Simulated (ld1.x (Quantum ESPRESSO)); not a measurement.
## Pseudopotential generation for zinc (Zn): TM, revPBE, scalar-relativistic.

| Item | Value |
| --- | --- |
| Element | zinc |
| Generator | ld1.x (Quantum ESPRESSO) 7.5 |
| Type | norm-conserving Troullier–Martins (Kleinman–Bylander form) |
| Functional | revPBE |
| Relativity | scalar-relativistic |
| Frozen core | [Ne] |
| Valence charge | 20 |
| Reference configuration | 3s2 3p6 3d10 4s0 4p0 (charge +2) |
| Partial waves | 3s (bound): rc 1.00 bohr; 3p (bound): rc 1.18 bohr; 3d (bound): rc 1.36 bohr |
| Local potential | the d channel |
| Core correction | a·sin(br)/r model core inside 0.40 bohr |

All-electron outer shells of the reference configuration (revPBE, scalar-relativistic, ld1.x):

```
shell  level (eV)  outermost node (bohr)  outermost maximum (bohr)
   2p    -1024.40                      –                      0.15
   3s     -150.09                   0.28                      0.59
   3p     -104.23                   0.25                      0.59
   3d      -30.73                      –                      0.57
   4s      -22.87                   0.84                      1.89
   4p      -15.61                   0.91                      2.34
```

Calculated quality:

| Quantity | Value |
| --- | --- |
| Cutoffs needed | 160 Ry and 300 Ry (the cutoffs (Ry, on a coarse ladder) from which the occupation-weighted sum of valence levels, in a spherical-Bessel basis at the reference potential, stays within 10 and 1 mRy of its value at 400 Ry) |
| Ghost test | no extra level below or beside the all-electron valence levels (s, p, d, f tested) (spherical-Bessel basis up to 400 Ry, 20 bohr box) |
| Largest excitation error | +792 meV (all-electron minus pseudo) for 3s2 3p5 3d10 4s2 4p0, out of 7 test configurations |

Generation and tests took about 1.3 s on one core of a shared server CPU.
